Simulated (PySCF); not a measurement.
Ligand exchange on a metal centre used in film growth or etching (W Cl-OH). Isolated molecules, 0 K electronic values unless said otherwise. One relaxed conformer stands for each flexible species; it need not be the lowest.

Calculation: B3LYP-D3(BJ)/def2-TZVP // BP86-D3(BJ)/def2-SVP (PySCF 2.14.0). All candidates: neutral, multiplicity 1. B3LYP has the VWN-RPA correlation part, as in Gaussian. 

The HOMO comes out as -7.96 eV and the HOMO–LUMO gap is 3.83 eV. The LUMO is -4.13 eV.

Problem. Say which member has these values.
(A) [W(Cl)(OH)5]
(B) [W(Cl)3(OH)3]
(C) [W(Cl)6]
(D) [W(Cl)2(OH)4]

Solution. D, [W(Cl)2(OH)4]. The others give [W(Cl)(OH)5]: -8.05 eV, 4.74 eV, -3.31 eV; [W(Cl)3(OH)3]: -8.39 eV, 3.69 eV, -4.70 eV; [W(Cl)6]: -8.94 eV, 3.45 eV, -5.49 eV
